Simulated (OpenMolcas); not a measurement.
V2+ (d3) in a complex was computed by CASSCF with the d shell active (OpenMolcas, ANO-RCC-VTZP on the metal). Its lowest spin-free states, and all those of the highest spin:

```
2S+1  Degeneracy  E (cm-1)
   4           3       0.0
   4           3      3975
   4           1      8476
   2           2     11975
   2           3     15156
   2           3     15520
   4           3     16878
   2           1     17379
   2           3     19578
   2           3     21276
   2           3     21868
   2           2     22522
```

Q: Is the site octahedral, tetrahedral or cube-like, axial, or of lower symmetry?

A: The states with 2S+1 = 4 have orbital degeneracies 3, 3, 1, 3. Threefold states need a cubic site. For d3 at this spin an octahedron puts the single A2 below the threefold T2 and a tetrahedron or cube puts the threefold T1 below the threefold T2, so the site is a tetrahedron or a cube, which this pattern cannot tell apart. The run had V2+ with 4 ligands (fluoride) in tetrahedral coordination (Td) at 1.97 Å. A charge of +0.5 e stands 2.4 Å behind each ligand. Ligand basis ANO-RCC-VDZP.

An orbital triplet at a regular site is open to Jahn-Teller coupling, which can distort the site and quench the lowest spin-orbit gaps and is left out. Without dynamic correlation the repulsion within the d shell is too large (B by tens of per cent), so at a given field states of lower spin stand too high. Ligand-to-metal charge-transfer states are missing. With no ligand orbital active B as a rule stays too high, so bands that hang on it stand too high and its fall with covalency is understated. With metal d orbitals alone and no dynamic correlation the field as a rule comes out too small, by tens of per cent, by up to half for chloride and softer ligands. No measured value stands beside these numbers; the geometry was imposed, not optimised, and the real ion may take another.
